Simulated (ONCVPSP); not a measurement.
**Ru (Z = 44): excitation energies, all-electron against ONCV**

ONCVPSP 4.0.1 input, shortened (lines: element, Z, core and valence counts, functional; n l f; lmax; l rc ep ncon nbas qcut; lloc lpopt rc5 dvloc0; l nproj debl; icmod fcfact rcfact), PW91, scalar-relativistic:

```
  Ru 44.00    6    4  -109134      upf
    1    0    2.00
    2    0    2.00
    2    1    6.00
    3    0    2.00
    3    1    6.00
    3    2   10.00
    4    0    2.00
    4    1    6.00
    4    2    7.00
    5    0    1.00
    2
    0    1.85    0.00    3    6    5.40
    1    1.25    0.00    5    9    5.40
    2    2.35    0.00    4    9    5.60
    4    4    1.10    1.00
    0    2    2.70
    1    2    2.60
    2    2    3.40
    3    5.50    1.30
```

Energies are relative to the spin-unpolarised reference configuration 4s2 4p6 4d7 5s1; without spin polarisation the order of configurations can differ from experiment.

Question: Give the all-electron excitation energy and the error of the potential for: 4s2 4p6 4d7 5s0; 4s2 4p6 4d6 5s0; 4s2 4p6 4d5 5s0; 4s2 4p6 4d6 5s1 5p1.

Answer:

```
valence configuration  charge  ΔE all-electron (eV)  error AE − PS (meV)
      4s2 4p6 4d7 5s0      +1                 7.353                 -0.2
      4s2 4p6 4d6 5s0      +2                25.609                 -3.3
      4s2 4p6 4d5 5s0      +3                56.304                  +98
  4s2 4p6 4d6 5s1 5p1       0                 5.673                  +24
```

Levels in the configuration 4s2 4p6 4d6 5s0:

| level | all-electron (eV) | pseudo (eV) |
| --- | --- | --- |
| 4s | -96.592 | -96.623 |
| 4p | -66.493 | -66.502 |
| 4d | -24.208 | -24.180 |
